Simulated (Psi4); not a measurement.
C2H6INTe (SMILES CN(C)[Te]I), singlet, geometry from GFN2-xTB (core potentials on I, Te); PBE0/def2-SV(P) (Psi4).

Input for Psi4:
```
memory 2 GB

molecule {
0 1
Te    0.75372035   -0.80856804    0.06316597
I    -0.09042616    1.72965151    0.27884796
N    -1.04916463   -1.47587670   -0.54069832
C    -1.76412794   -2.34009907    0.36347114
C    -1.15970922   -1.91711009   -1.90775932
H    -2.82215592   -2.33439619    0.09094839
H    -1.41201687   -3.37900519    0.32906725
H    -1.66884468   -1.96478707    1.38065385
H    -0.77432997   -2.93320323   -2.06104651
H    -2.21406383   -1.91038892   -2.19408489
H    -0.62228472   -1.22981956   -2.55849270
}

set {
  basis def2-sv(p)
}

energy('pbe0')
print_variables()
```

Question: Write the output that Psi4 gives for this input, abridged.

Answer: 
```
   => Loading Basis Set <=

    Name: DEF2-SV(P)
    Role: ORBITAL
    Keyword: BASIS

    !!!  WARNING: ECP capability is in beta. Please check occupations closely.  !!!

         ---------------------------------------------------------
                                   SCF
               by Justin Turney, Rob Parrish, Andy Simmonett
                          and Daniel G. A. Smith
                              RKS Reference
         ---------------------------------------------------------

  ==> Geometry <==

    Molecular point group: c1
    Full point group: C1

    Geometry (in Angstrom), charge = 0, multiplicity = 1:

       Center              X                  Y                   Z               Mass
    ------------   -----------------  -----------------  -----------------  -----------------
         TE           0.663739302107    -0.904459468436     0.021825818217   129.906222748000
         I           -0.180407207893     1.633760081564     0.237507808217   126.904471900000
         N           -1.139145677893    -1.571768128436    -0.582038471783    14.003074004430
         C           -1.854108987893    -2.435990498436     0.322130988217    12.000000000000
         C           -1.249690267893    -2.013001518436    -1.949099471783    12.000000000000
         H           -2.912136967893    -2.430287618436     0.049608238217     1.007825032230
         H           -1.501997917893    -3.474896618436     0.287727098217     1.007825032230
         H           -1.758825727893    -2.060678498436     1.339313698217     1.007825032230
         H           -0.864311017893    -3.029094658436    -2.102386661783     1.007825032230
         H           -2.304044877893    -2.006280348436    -2.235425041783     1.007825032230
         H           -0.712265767893    -1.325710988436    -2.599832851783     1.007825032230

  Running in c1 symmetry.

  Rotational constants: A =      0.07808  B =      0.02384  C =      0.02043 [cm^-1]
  Rotational constants: A =   2340.74619  B =    714.80627  C =    612.55697 [MHz]
  Nuclear repulsion =  393.132603089512031

  Charge       = 0
  Multiplicity = 1
  Electrons    = 74
  Nalpha       = 37
  Nbeta        = 37

  ==> Algorithm <==

  SCF Algorithm Type is DF.
  DIIS enabled.
  MOM disabled.
  Fractional occupation disabled.
  Guess Type is SAD.
  Energy threshold   = 1.00e-06
  Density threshold  = 1.00e-06
  Integral threshold = 1.00e-12

  ==> Primary Basis <==

  Basis Set: DEF2-SV(P)
    Blend: DEF2-SV(P)
    Number of shells: 50
    Number of basis functions: 106
    Number of Cartesian functions: 113
    Spherical Harmonics?: true
    Max angular momentum: 2

  Core potential: DEF2-SV(P)
    Number of shells: 8
    Number of ECP primitives: 47
    Number of ECP core electrons: 56
    Max angular momentum: 3

  ==> DFT Potential <==

   => LibXC <=

    Version 7.1.2
    S. Lehtola, C. Steigemann, M. J. T. Oliveira, and M. A. L. Marques,  SoftwareX 7, 1–5 (2018) (10.1016/j.softx.2017.11.002)

   => Composite Functional: PBE0 <=

    PBE0 Hyb-GGA Exchange-Correlation Functional

    C. Adamo and V. Barone,  J. Chem. Phys. 110, 6158 (1999) (10.1063/1.478522)
    M. Ernzerhof and G. E. Scuseria,  J. Chem. Phys. 110, 5029 (1999) (10.1063/1.478401)

    Deriv               =              1
    GGA                 =           TRUE
    Meta                =          FALSE

    Exchange Hybrid     =           TRUE
    MP2 Hybrid          =          FALSE

   => Exchange Functionals <=

    0.7500   Perdew, Burke & Ernzerhof

   => Exact (HF) Exchange <=

    0.2500               HF

   => Correlation Functionals <=

    1.0000   Perdew, Burke & Ernzerhof

   => LibXC Density Thresholds  <==

    XC_HYB_GGA_XC_PBEH:  1.00E-15

   => Molecular Quadrature <=

    Radial Scheme          =       TREUTLER
    Pruning Scheme         =           NONE
    Nuclear Scheme         =       TREUTLER

    Blocking Scheme        =         OCTREE
    BS radius alpha        =              1
    Pruning alpha          =              1
    Radial Points          =             75
    Spherical Points       =            302
    Total Points           =         232191
    Total Blocks           =           1788
    Max Points             =            256
    Max Functions          =            105
    Weights Tolerance      =       1.00E-15

   => Loading Basis Set <=

    Name: (DEF2-SV(P) AUX)
    Role: JKFIT
    Keyword: DF_BASIS_SCF

  ==> Integral Setup <==

  SCF_SUBTYPE=INCORE selected. In-core MEM_DF algorithm will be used.
  Using in-core AOs.

  ==> MemDFJK: Density-Fitted J/K Matrices <==

    J tasked:                   Yes
    K tasked:                   Yes
    wK tasked:                   No
    Algorithm:                 Core
    Schwarz Cutoff:           1E-12
    Mask sparsity (%):       2.7056
    Fitting Condition:        1E-10

   => Auxiliary Basis Set <=

  Basis Set: (DEF2-SV(P) AUX)
    Blend: DEF2-UNIVERSAL-JKFIT
    Number of shells: 203
    Number of basis functions: 771
    Number of Cartesian functions: 1009
    Spherical Harmonics?: true
    Max angular momentum: 5

  Minimum eigenvalue in the overlap matrix is 7.5433539729E-03.
  Reciprocal condition number of the overlap matrix is 1.2817902375E-03.
    Using symmetric orthogonalization.

  ==> Pre-Iterations <==

  SCF Guess: Superposition of Atomic Densities via on-the-fly atomic UHF (no occupation information).

   -------------------------
    Irrep   Nso     Nmo
   -------------------------
     A        106     106
   -------------------------
    Total     106     106
   -------------------------

  ==> Iterations <==

                           Total Energy        Delta E     RMS |[F,P]|

   @DF-RKS iter SAD:  -694.98135679576205   -6.94981e+02   0.00000e+00
   @DF-RKS iter   1:  -699.62750467586204   -4.64615e+00   8.00661e-03 ADIIS/DIIS
   @DF-RKS iter   2:  -699.19283126886467    4.34673e-01   1.17692e-02 ADIIS/DIIS
   @DF-RKS iter   3:  -699.95292947651035   -7.60098e-01   3.89381e-03 ADIIS/DIIS
   @DF-RKS iter   4:  -700.03767466126158   -8.47452e-02   5.58620e-04 ADIIS/DIIS
   @DF-RKS iter   5:  -700.03884949954704   -1.17484e-03   3.08473e-04 ADIIS/DIIS
   @DF-RKS iter   6:  -700.03948131257221   -6.31813e-04   7.35535e-05 DIIS
   @DF-RKS iter   7:  -700.03952786533864   -4.65528e-05   1.98291e-05 DIIS
   @DF-RKS iter   8:  -700.03953075518302   -2.88984e-06   4.34497e-06 DIIS
   @DF-RKS iter   9:  -700.03953090264110   -1.47458e-07   2.00959e-06 DIIS
   @DF-RKS iter  10:  -700.03953093743280   -3.47917e-08   4.38348e-07 DIIS
  Energy and wave function converged.

  ==> Post-Iterations <==

   Electrons on quadrature grid:
      Ntotal   =   74.0000490340 ; deviation = 4.903e-05

    Orbital Energies [Eh]
    ---------------------

    Doubly Occupied:

[...]
      37A     -0.221537

    Virtual:

[...]
    Final Occupation by Irrep:
              A
    DOCC [    37 ]
    NA   [    37 ]
    NB   [    37 ]

  @DF-RKS Final Energy:  -700.03953093743280

   => Energetics <=

    Nuclear Repulsion Energy =            393.1326030895120311
    One-Electron Energy =               -1949.1111591471446900
    Two-Electron Energy =                 903.8455019425199453
    DFT Exchange-Correlation Energy =     -47.9064768223201440
    Empirical Dispersion Energy =           0.0000000000000000
    VV10 Nonlocal Energy =                  0.0000000000000000
    Total Energy =                       -700.0395309374328008

Computation Completed

Properties will be evaluated at   0.000000,   0.000000,   0.000000 [a0]

Properties computed using the SCF density matrix

 Multipole Moments:

 ------------------------------------------------------------------------------------
     Multipole            Electronic (a.u.)      Nuclear  (a.u.)        Total (a.u.)
 ------------------------------------------------------------------------------------

 L = 1.  Multiply by 2.5417464519 to convert [e a0] to [Debye]
 Dipole X            :         47.5618679          -47.6793671           -0.1174993
 Dipole Y            :         61.1113083          -62.1461058           -1.0347976
 Dipole Z            :         23.6619340          -23.8777495           -0.2158155
 Magnitude           :                                                    1.0635734

 ------------------------------------------------------------------------------------

  Variable Map:
  ----------------------------------------------------------------------------
[...]
  Array Variable Map:
  ----------------------------------------------------------------------------
[...]
[...]
```
